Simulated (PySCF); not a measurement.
Si(H)(F)(Br)(NH2) (BrFH₃NSi), SMILES N[SiH](Br)F.

Geometry optimised at PBE-D3(BJ)/def2-SVP. The structure was generated by enumeration, and PubChem lists no compound with its InChIKey, so it may never have been made. The values are those of a single conformer.

Calculation: PBE-D3(BJ)/def2-SVP (PySCF).

Frequencies are harmonic and unscaled.

**Question.** List the normal modes with their intensities. (Estimate from the structure and the level; the computed values follow.)

**Answer.** 
| mode | ν (cm⁻¹) | IR (km/mol) | moving atoms (share of kinetic energy) |
|---|---|---|---|
| 1 | 141 | 11.5 | H 47 %, F 19 %, N 18 %, Si 10 % |
| 2 | 212 | 7.4 | F 44 %, Br 22 %, N 16 %, H 14 % |
| 3 | 253 | 21.9 | H 63 %, F 13 %, N 12 %, Si 8 % |
| 4 | 313 | 42.2 | H 42 %, Si 24 %, F 18 %, N 12 % |
| 5 | 343 | 135.9 | H 42 %, N 38 %, Si 11 %, F 8 % |
| 6 | 427 | 61.9 | Si 58 %, Br 21 %, H 13 % |
| 7 | 669 | 27.0 | H 93 % |
| 8 | 807 | 41.0 | F 37 %, H 34 %, Si 18 %, N 11 % |
| 9 | 837 | 206.5 | H 56 %, Si 22 %, N 15 % |
| 10 | 864 | 70.8 | H 76 %, N 17 % |
| 11 | 931 | 177.9 | Si 47 %, N 20 %, F 17 %, H 15 % |
| 12 | 1476 | 57.4 | H 88 %, N 11 % |
| 13 | 2238 | 95.0 | H 97 % |
| 14 | 3498 | 39.3 | H 96 % |
| 15 | 3601 | 43.2 | H 91 %, N 9 % |
